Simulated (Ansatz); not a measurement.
**The atomisation energy (no zero-point term) down a group: C to Ge**

One atom is swapped for its congeners: CH5OSi `CO[SiH2]`; Si2H5O `[SiH2]O[SiH3]`; GeSiH5O `[SiH2][O][GeH3]`. All are doublets with charge 0.

Shapes, held fixed at every level: PBE0-D4/def2-TZVP. Flexible molecules stand in one conformer, not always the lowest. Programs: Ansatz 0.2.0. Values in eV.

(1) How should the atomisation energy change along the series?

Results:

(1) At CCSD(T)/def2-TZVPP the atomisation energy falls at every step, from 27.34 to 23.68 eV. Every level shows the same order. Open shells run unrestricted unless RO is named. Relativity is left out for Ge unless named. Correlated rows may include outer-core shells of Ge, which these sets cover unevenly. Spin-orbit coupling, which grows down the group, is left out (summed over each molecule's free atoms 0.03, 0.05, 0.15 eV).

| level | CH5OSi | Si2H5O | GeSiH5O |
| --- | --- | --- | --- |
| SPW92/def2-TZVPP | 31.87 | 28.79 | 27.16 |
| r2SCAN-D4/def2-TZVPP | 28.18 | 26.05 | 24.23 |
| B3LYP-D4/def2-TZVPP | 28.11 | 26.00 | 24.03 |
| BHLYP-D4/def2-TZVPP | 27.37 | 25.61 | 23.58 |
| B2PLYP/def2-TZVPP | 27.78 | 25.71 | 23.81 |
| CCSD(T)/def2-TZVPP | 27.34 | 25.35 | 23.68 |
